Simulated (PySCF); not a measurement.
GaFCl2, SMILES [F][Ga]([Cl])[Cl]. Geometry: PBE0-D3(BJ)/def2-SVP.

Computed with PBE0-D3(BJ)/def2-SVP in PySCF 2.14.0.

Harmonic wavenumbers (cm⁻¹): 124, 159, 175, 407, 486, 735. Rotational constants (GHz): 4.211, 2.067, 1.386; symmetry number 2.

Problem. Work out the zero-point energy and the ideal-gas rigid-rotor harmonic-oscillator thermochemistry at 298.15 K and 1 atm.

Solution. ZPE = ½ Σ hcν = ½ × 2087 cm⁻¹ = 2.98 kcal/mol. H − E(el) = 6.96 kcal/mol. Entropy in cal/(mol K): translation 41.11, rotation 26.30, vibration 9.88, total 77.30. G − E(el) = -16.09 kcal/mol. Cp = 17.14 cal/(mol K). Modes under 150 cm⁻¹ make the vibrational entropy uncertain.
